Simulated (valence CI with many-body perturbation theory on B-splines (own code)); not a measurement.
## Energy levels of Ir VI

Computed by relativistic CI+MBPT: four valence electrons over a frozen Dirac-Fock core [Xe] 4f14, a basis of 7 s, 7 p, 8 d, 6 f, 4 g, 1 h functions for each j, with the one-electron correlation potential Σ1, the two-electron term Σ2, the three-electron term Σ3, Breit, model QED; selected CI, second order for the rest, scaled by the run's own slope (own B-spline code, finite nucleus).

No measured levels were compared; by estimate terms of the open shell hold to 2 to 4 % of their energy, and close levels can change places; different configurations can be misplaced against each other by 1,000 to 8,000 cm⁻¹. Only levels of the ground parity were solved; by the run's estimate the other parity begins above the list, which can be wrong where configurations are misplaced.

Levels 1 to 32 of 32, with energies above the lowest level, 5d4 5D_0. "Leading %" is the weight of the configuration and term that name the level; weights of strongly mixed levels are sums over their largest components and can fall short, so below about 35 % the name and the second component can differ from the true leading terms, or belong to a minority configuration. In the jj column 3d3/2^4 stands for four electrons in 3d with j = 3/2. Lifetimes count E1, E2, E3, M1 and M2 decay at the calculated energies, and are blank where another channel may lead or the interval is too uncertain; long ones can be off by a factor of two.

```
No.  Configuration  Term  J  E (eV)  Leading %  Lifetime              Leading jj  Second component
  1            5d4    5D  0  0.0000         61                    5d3/2^4 (78 %)       34 % 5d4 3P
  2            5d4    5D  1  0.6937         83    144 ms    5d3/2^3 5d5/2 (85 %)       16 % 5d4 3P
  3            5d4    5D  2   1.276         90    205 ms  5d3/2^2 5d5/2^2 (56 %)                  
  4            5d4    5D  3   1.715         84    563 ms  5d3/2^2 5d5/2^2 (50 %)        9 % 5d4 3F
  5            5d4    5D  4   1.972         60    5.55 s    5d3/2^3 5d5/2 (54 %)       25 % 5d4 3F
  6            5d4    3P  0   2.797         48   8.19 ms  5d3/2^2 5d5/2^2 (72 %)       37 % 5d4 5D
  7            5d4    3H  4   2.977         56   68.1 ms  5d3/2^2 5d5/2^2 (52 %)       20 % 5d4 5D
  8            5d4    3G  3   3.512         63   29.8 ms  5d3/2^2 5d5/2^2 (51 %)       22 % 5d4 3F
  9            5d4    3F  2   3.621         64   19.8 ms  5d3/2^2 5d5/2^2 (54 %)       19 % 5d4 1D
 10            5d4    3H  5   3.707         76    104 ms  5d3/2^2 5d5/2^2 (98 %)       24 % 5d4 3G
 11            5d4    3P  1   3.759         73   12.9 ms  5d3/2^2 5d5/2^2 (67 %)       13 % 5d4 3D
 12            5d4    3H  6   4.032         70    4.48 s  5d3/2^2 5d5/2^2 (90 %)       29 % 5d4 1I
 13            5d4    3G  4   4.406         61   51.7 ms  5d3/2^2 5d5/2^2 (73 %)       15 % 5d4 3H
 14            5d4    3P  2   4.524         43   71.9 ms  5d3/2^2 5d5/2^2 (78 %)       43 % 5d4 3D
 15            5d4    3F  4   4.732         44   14.8 ms  5d3/2^2 5d5/2^2 (45 %)       23 % 5d4 1G
 16            5d4    3F  3   4.742         47   33.6 ms  5d3/2^2 5d5/2^2 (62 %)       37 % 5d4 3D
 17            5d4    3F  3   5.172         33   10.5 ms    5d3/2 5d5/2^3 (73 %)       32 % 5d4 3D
 18            5d4    1D  2   5.452         34   10.4 ms    5d3/2 5d5/2^3 (53 %)       33 % 5d4 3P
 19            5d4    3G  5   5.503         75   27.4 ms    5d3/2 5d5/2^3 (97 %)       24 % 5d4 3H
 20            5d4    3D  1   5.740         84   7.93 ms    5d3/2 5d5/2^3 (76 %)       11 % 5d4 3P
 21            5d4    1I  6   5.756         70   24.9 ms    5d3/2 5d5/2^3 (90 %)       29 % 5d4 3H
 22            5d4    1G  4   6.446         44   18.0 ms  5d3/2^2 5d5/2^2 (53 %)       40 % 5d4 3F
 23            5d4    3P  2   6.529         40   12.2 ms  5d3/2^2 5d5/2^2 (58 %)       24 % 5d4 3D
 24            5d4    1S  0   6.615         72   8.07 ms    5d3/2 5d5/2^3 (79 %)       26 % 5d4 3P
 25            5d4    1F  3   6.876         59   13.4 ms    5d3/2 5d5/2^3 (81 %)       22 % 5d4 3D
 26            5d4    3P  2   7.322         60   12.3 ms  5d3/2^2 5d5/2^2 (53 %)       26 % 5d4 3F
 27            5d4    3F  4   7.910         59   5.40 ms          5d5/2^4 (57 %)       30 % 5d4 1G
 28            5d4    3F  2   8.120         51   8.09 ms          5d5/2^4 (45 %)       28 % 5d4 1D
 29            5d4    3F  3   8.181         77   14.5 ms    5d3/2 5d5/2^3 (95 %)       19 % 5d4 1F
 30            5d4    3P  1   8.245         95   8.00 ms    5d3/2 5d5/2^3 (91 %)                  
 31            5d4    3P  0   8.682         80   11.8 ms          5d5/2^4 (50 %)       17 % 5d4 1S
 32            5d4    1G  4   8.703         71   8.35 ms    5d3/2 5d5/2^3 (83 %)       23 % 5d4 3F
```

Names give the largest LS component (configuration and term), which can be under half, so a name can repeat, a term be missing and a line seem to break the LS rules; names also repeat where a configuration has a term twice.

The ionisation energy to 5d3 4F_3/2 of the next ion comes out as 73.546 eV (NIST: 72 ± 2 eV (theoretical)). All 32 levels together are meant to be complete up to 9.039 eV.
